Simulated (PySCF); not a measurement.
In vacuum, equivalent nuclei averaged, one conformer, non-relativistic. GFN2-xTB structure; GIAO PBE0/pcSseg-1 shieldings; PySCF 2.14.

Shifts are taken against calculated references (same method and geometry level): TMS for $^{1}$H and $^{13}$C. Shifts are as computed. Against solution values, carbons near 30 ppm lie about +3 ppm off and those near 130 ppm about +5 ppm; carbons on Cl a further +6 ppm. Of 1309 compounds with measured shifts, 239 miss one by over three times the rms of a fit or turn the order of signals round; such compounds aren't used in these exercises. Carbons bonded to Cl come out too deshielded. OH and NH positions are gas-phase values without hydrogen bonding to other molecules.

Task: Order these molecules by the shift of their most deshielded carbon-bound hydrogen, lowest δ first.
A. C[C@H](O)C1[SiH2]C[SiH2]1
B. FCC1=C(C(F)(F)F)C1
C. [SiH3]OC1=CC=C[SiH2]/C1=C/Cl
D. C#C[Si](F)(F)C#CC

Result: D (2.12 ppm, hydrogen on a propargylic methyl carbon), A (3.93 ppm, hydrogen on an sp3 CH bonded to O), B (5.96 ppm, hydrogen on an allylic sp3 CH2 bonded to F), C (6.94 ppm, hydrogen on an alkene CH).

Task: Order these molecules by the shift of their most shielded carbon-bound hydrogen, lowest δ first.
A. FCC1=C(C(F)(F)F)C1
B. C[C@H](O)C1[SiH2]C[SiH2]1
C. [SiH3]OC1=CC=C[SiH2]/C1=C/Cl
D. C#C[Si](F)(F)C#CC

Result: B (0.45 ppm, hydrogen on an sp3 CH2 bonded to 2 Si), A (1.52 ppm, hydrogen on a three-membered-ring carbon), D (1.82 ppm, hydrogen on a terminal alkyne carbon), C (5.49 ppm, hydrogen on a β carbon of an enol-ether or enamine type C=C).

Task: How many $^{13}$C and $^{1}$H signals does each give (equivalence by symmetry and fast rotation, but not about amide C–N or C=N bonds)? `FCC1=C(C(F)(F)F)C1`, `C#C[Si](F)(F)C#CC`, `[SiH3]OC1=CC=C[SiH2]/C1=C/Cl`, `C[C@H](O)C1[SiH2]C[SiH2]1`, `[SiH3]COC1C[SiH2]C1`

Result: FCC1=C(C(F)(F)F)C1: 5 C, 2 H; C#C[Si](F)(F)C#CC: 5 C, 2 H; [SiH3]OC1=CC=C[SiH2]/C1=C/Cl: 6 C, 6 H; C[C@H](O)C1[SiH2]C[SiH2]1: 4 C, 10 H; [SiH3]COC1C[SiH2]C1: 3 C, 7 H.
